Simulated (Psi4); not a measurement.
C₂H₈Si, charge -1, doublet, at a GFN2-xTB geometry (a state made from the parent by changing its charge; the spin is typed, not shown lowest) (a gas-phase anion, which may not be bound at this level); HF/6-31G* run with Psi4.

Here is a job for Psi4.
```
memory 2 GB

molecule mol {
-1 2
  Si    0.036508   -0.433585   -0.365070
  C     1.531917    0.704415    0.028612
  C    -1.590659   -0.005895    0.559960
  H     0.467240   -1.527360    0.704045
  H    -0.371868    0.395336   -1.656872
  H     1.346215    1.751741   -0.212712
  H     2.390664    0.390364   -0.565812
  H     1.838058    0.660496    1.074448
  H    -2.376137   -0.693967    0.245323
  H    -1.949589    1.002026    0.348114
  H    -1.503243   -0.099568    1.643016
}

set basis 6-31g*
set reference uhf

energy('scf')
print_variables()
```

### Question
Predict the main parts of the log of this Psi4 run.

### Answer

```
   => Loading Basis Set <=

    Name: 6-31G*
    Role: ORBITAL
    Keyword: BASIS

         ---------------------------------------------------------
                                   SCF
               by Justin Turney, Rob Parrish, Andy Simmonett
                          and Daniel G. A. Smith
                              UHF Reference
         ---------------------------------------------------------

  ==> Geometry <==

    Molecular point group: c1
    Full point group: C1

    Geometry (in Angstrom), charge = -1, multiplicity = 2:

       Center              X                  Y                   Z               Mass
    ------------   -----------------  -----------------  -----------------  -----------------
         SI           0.033900116116    -0.402699281492    -0.339107727750    27.976926534650
         C            1.529309116116     0.735300718508     0.054574272250    12.000000000000
         C           -1.593266883884     0.024990718508     0.585922272250    12.000000000000
         H            0.464632116116    -1.496474281492     0.730007272250     1.007825032230
         H           -0.374475883884     0.426221718508    -1.630909727750     1.007825032230
         H            1.343607116116     1.782626718508    -0.186749727750     1.007825032230
         H            2.388056116116     0.421249718508    -0.539849727750     1.007825032230
         H            1.835450116116     0.691381718508     1.100410272250     1.007825032230
         H           -2.378744883884    -0.663081281492     0.271285272250     1.007825032230
         H           -1.952196883884     1.032911718508     0.374076272250     1.007825032230
         H           -1.505850883884    -0.068682281492     1.668978272250     1.007825032230

  Running in c1 symmetry.

  Rotational constants: A =      0.59913  B =      0.17609  C =      0.15668 [cm^-1]
  Rotational constants: A =  17961.42561  B =   5279.01756  C =   4697.25414 [MHz]
  Nuclear repulsion =  111.847416820255248

  Charge       = -1
  Multiplicity = 2
  Electrons    = 35
  Nalpha       = 18
  Nbeta        = 17

  ==> Algorithm <==

  SCF Algorithm Type is DF.
  DIIS enabled.
  MOM disabled.
  Fractional occupation disabled.
  Guess Type is SAD.
  Energy threshold   = 1.00e-06
  Density threshold  = 1.00e-06
  Integral threshold = 1.00e-12

  ==> Primary Basis <==

  Basis Set: 6-31G*
    Blend: 6-31G*
    Number of shells: 36
    Number of basis functions: 65
    Number of Cartesian functions: 65
[...]
   @DF-UHF iter   7:  -369.20749245563871   -3.25862e-06   5.19355e-06 DIIS
   @DF-UHF iter   8:  -369.20749273188346   -2.76245e-07   2.17308e-06 DIIS
   @DF-UHF iter   9:  -369.20749278490848   -5.30250e-08   7.34061e-07 DIIS
  Energy and wave function converged.

  ==> Post-Iterations <==

   @Spin Contamination Metric:   7.223845262E-03
   @S^2 Expected:                7.500000000E-01
   @S^2 Observed:                7.572238453E-01
   @S   Expected:                5.000000000E-01
   @S   Observed:                5.000000000E-01

    Orbital Energies [Eh]
    ---------------------

    Alpha Occupied:

[...]
    Alpha Virtual:

[...]
    Beta Occupied:

[...]
    Beta Virtual:

[...]
    Final Occupation by Irrep:
              A
    DOCC [    17 ]
    SOCC [     1 ]
    NA   [    18 ]
    NB   [    17 ]

  @DF-UHF Final Energy:  -369.20749278490848

   => Energetics <=

    Nuclear Repulsion Energy =            111.8474168202552477
    One-Electron Energy =                -737.4302187190656923
    Two-Electron Energy =                 256.3753091139019489
    Total Energy =                       -369.2074927849084816

  UHF NO Occupations:
  HONO-2 :   16  A 1.9987398
  HONO-1 :   17  A 1.9983971
  HONO-0 :   18  A 1.0000000
  LUNO+0 :   19  A 0.0016029
  LUNO+1 :   20  A 0.0012602
  LUNO+2 :   21  A 0.0006007
  LUNO+3 :   22  A 0.0001341

Computation Completed

Properties will be evaluated at   0.000000,   0.000000,   0.000000 [a0]

Properties computed using the SCF density matrix

 Multipole Moments:

 ------------------------------------------------------------------------------------
     Multipole            Electronic (a.u.)      Nuclear  (a.u.)        Total (a.u.)
 ------------------------------------------------------------------------------------

 L = 1.  Multiply by 2.5417464519 to convert [e a0] to [Debye]
 Dipole X            :          0.0990054           -0.1675583           -0.0685529
 Dipole Y            :         -1.1778945            1.9844249            0.8065304
 Dipole Z            :         -0.9927772            1.6680976            0.6753204
 Magnitude           :                                                    1.0541577

 ------------------------------------------------------------------------------------

  Variable Map:
  ----------------------------------------------------------------------------
[...]
  Array Variable Map:
  ----------------------------------------------------------------------------
[...]
[...]
```
